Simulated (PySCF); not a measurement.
# Iron: a sound run and one with changed settings

Sound run: Fe [Ar] 3d6 4s2, Fe⁺ [Ar] 3d6 4s1. Calculation: PySCF 2.14, in aug-cc-pVDZ; the non-relativistic Hamiltonian (point nucleus). In the sound run the correlated levels freeze [Ar]. The sound run starts from symmetry-adapted Hartree-Fock orbitals and uses a fine grid where one is needed.

Changed run: the spin-free X2C one-electron Hamiltonian (Gaussian nucleus). This setting is unsound on purpose.

```
species  method  sound run (hartree)  changed run (hartree)  converged
     Fe     UHF          -1262.45147            -1269.79776        yes
     Fe    PBE0          -1263.45837            -1270.80447        yes
     Fe   B3LYP                  n/a            -1271.06512        yes
     Fe     MP2          -1262.60823            -1269.95609        yes
    Fe⁺     UHF          -1262.21741            -1269.56170        yes
    Fe⁺    PBE0          -1263.18139            -1270.52475        yes
    Fe⁺   B3LYP          -1263.42739            -1270.77027        yes
    Fe⁺     MP2          -1262.33652            -1269.68182        yes
```

Ionisation energy of Fe:

```json
{"method": "UHF", "sound run (eV)": "6.369", "changed run (eV)": "6.424"}
{"method": "PBE0", "sound run (eV)": "7.537", "changed run (eV)": "7.612"}
{"method": "B3LYP", "sound run (eV)": "n/a", "changed run (eV)": "8.023"}
{"method": "MP2", "sound run (eV)": "7.394", "changed run (eV)": "7.463"}
{"method": "SCS-MP2", "sound run (eV)": "7.566", "changed run (eV)": "7.636"}
```

Most of the change in total energy is the relativistic energy itself. On top of that the contraction fixes the core shape for the Hamiltonian it was made with, so the changed run is not a good calculation with the other Hamiltonian either.

For comparison, NIST gives 7.902 eV between the lowest levels.
